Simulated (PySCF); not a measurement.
# Working out the ionisation energy of P⁺

P⁺ [Ne] 3s2 3p2 (3P) → P²⁺ [Ne] 3s2 3p1 (2P). Computed with PySCF 2.14 in jorge-DZP-DKH, with the spin-free X2C one-electron Hamiltonian (Gaussian nucleus). Frozen: [Ne]. Energies in hartree (1 hartree = 27.21139 eV):

```tsv
part	P⁺ (lower)	P²⁺ (upper)
UHF	-341.156587	-340.452850
CCSD correlation	-0.070805	-0.058099
(T)	-0.000975	-0.000626
```

Problem. What does Hartree-Fock give?

Solution. (-340.452850) − (-341.156587) = 0.703737 hartree = 19.150 eV.

Problem. What do CCSD and CCSD(T) give?

Solution. The CCSD correlation energies differ by 0.012706 hartree = 0.346 eV and the triples by 0.000349 hartree = 0.009 eV, so CCSD gives 19.496 eV and CCSD(T) 19.505 eV.

Reference: 19.769 eV (semi-empirical (NIST evaluation); NIST Atomic Spectra Database, ionization energies), between the lowest levels; spin-orbit coupling is absent from the calculation.

A double-zeta basis recovers only part of the correlation energy.

What remains against the reference includes basis incompleteness, the frozen core and higher excitations.
